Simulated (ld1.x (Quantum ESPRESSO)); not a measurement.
**Zn (Z = 30): excitation energies, all-electron against TM**

```json
{"Element": "Zn", "Generator": "ld1.x (Quantum ESPRESSO) 7.5", "Type": "norm-conserving Troullier–Martins (Kleinman–Bylander form)", "Functional": "PBE", "Relativity": "scalar-relativistic", "Frozen core": "[Ar] 3d10", "Valence charge": "2", "Reference configuration": "4s2 4p0", "Partial waves": "4s (bound): rc 1.90 bohr; 4p (bound, empty): rc 3.50 bohr", "Local potential": "all-electron potential smoothed inside 1.45 bohr (lloc = -1)", "Core correction": "a·sin(br)/r model core inside 1.85 bohr"}
```

Energies are relative to the spin-unpolarised reference configuration 4s2 4p0; without spin polarisation the order of configurations can differ from experiment.

Question: Give the all-electron excitation energy and the error of the potential for: 4s1 4p0; 4s1.5 4p0; 4s1 4p1; 4s0 4p2; 4s0 4p1.

Answer:

| valence configuration | charge | ΔE all-electron (eV) | error AE − PS (meV) |
| --- | --- | --- | --- |
| 4s1 4p0 | +1 | 9.888 | -107 |
| 4s1.5 4p0 | +0.5 | 3.941 | -22 |
| 4s1 4p1 | 0 | 5.086 | -26 |
| 4s0 4p2 | 0 | 10.558 | -93 |
| 4s0 4p1 | +1 | 16.212 | -207 |

Levels in the configuration 4s1 4p0:

| level | all-electron (eV) | pseudo (eV) |
| --- | --- | --- |
| 4s | -13.998 | -14.250 |
